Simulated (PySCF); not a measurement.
Point groups of optimised structures. Level of theory: PySCF, PBE0-D3(BJ)/def2-SVP geometry optimisation, gas phase. The symmetry is that of the one conformer found, every atom within 0.08 Å of its image; none is proved a minimum here.

**Question.** `[CH2:1]=[CH:2][O:3][C:4](=[O:5])[CH2:6][CH2:7][O:8][CH3:9]` with C1–C2–O3–C4 180°, C2–O3–C4–O5 0°, O3–C4–C6–C7 180°, C4–C6–C7–O8 179°, C6–C7–O8–C9 180°, H–C9–O8–C7 -60° (nearest H): symmetry, top, dipole?

**Answer.** Cs; near-prolate asymmetric top; symmetry number 1; 2 operations, which sort the 19 atoms into 16 sets; dipole 0.59 D, in the ab plane, which is the mirror; A, B, C = 7139, 568.9, 532.2 MHz; heavy atoms equivalent by symmetry: none.

**Question.** `[CH:1]#[C:2][SiH2:3][n:4]1[cH:5][n:6][cH:7][c:8]1[O:9][CH3:10]` with C2–Si3–N4–C5 0°, C7–C8–O9–C10 1°, H–C10–O9–C8 60° (nearest H): symmetry, top, dipole?

**Answer.** Cs; asymmetric top; symmetry number 1; 2 operations, which sort the 18 atoms into 16 sets; dipole 2.91 D, in the ab plane, which is the mirror; A, B, C = 2207, 767.9, 575.7 MHz.

**Question.** What symmetry has borane phosphine, `[BH3-][PH3+]`?

**Answer.** C3v; prolate symmetric top; symmetry number 3; 6 operations, which sort the 8 atoms into 4 sets; dipole 4.31 D, along the axis; A, B, C = 56317, 10654, 10653 MHz.

**Question.** What symmetry has `[CH:1]#[C:2][CH2:3][PH2+:4][CH2:5][CH2:6][CH2:7][CH3:8]` (charge +1) with C2–C3–P4–C5 -179°, C3–P4–C5–C6 -167°, P4–C5–C6–C7 -57°, C5–C6–C7–C8 -174°?

**Answer.** C1; near-prolate asymmetric top; symmetry number 1; this conformer is chiral (no improper operation); dipole about the centre of mass 1.84 D.

**Question.** `[CH3:1][CH:2]([CH3:3])[CH2:4][F:5]` with C1–C2–C4–F5 -63°: symmetry, top, dipole?

**Answer.** Cs; asymmetric top; symmetry number 1; 2 operations, which sort the 14 atoms into 9 sets; dipole 1.64 D, in the ac plane, which is the mirror; heavy atoms equivalent by symmetry: C1/C3.
